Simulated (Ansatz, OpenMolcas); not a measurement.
C2H4BCl (SMILES C=CBCl): the vertical ionisation energy from total energies

The species is C2H4BCl (8 atoms), meant as a singlet with charge 0. SMILES: `C=CBCl`. Geometry: relaxed at PBE0-D4/def2-TZVP. This is one conformer, not always the lowest.

Both states at this one shape; open shells run unrestricted unless said. 1 Eh = 27.2114 eV.

| level | program | singlet C2H4BCl (Eh) | doublet C2H4BCl+ (Eh) |
| --- | --- | --- | --- |
| TPSS/def2-SVPD | OpenMolcas | -563.519875 | -563.134746 |
| B3LYP/6-31G* (spherical functions) | Ansatz | -563.680087 | -563.296908 |
| CCSD/def2-SVPD, 8 core orbitals frozen | Ansatz | -562.607407 | -562.212128 |

Problem. Work out the vertical ionisation energy at each level.

Solution. 
1. TPSS/def2-SVPD: -563.134746 − (-563.519875) = 0.385129 Eh = 10.48 eV.
2. B3LYP/6-31G* (spherical functions): -563.296908 − (-563.680087) = 0.383179 Eh = 10.43 eV.
3. CCSD/def2-SVPD: -562.212128 − (-562.607407) = 0.395279 Eh = 10.76 eV.

No measured value is set beside it here; the levels span 10.43 to 10.76 eV.
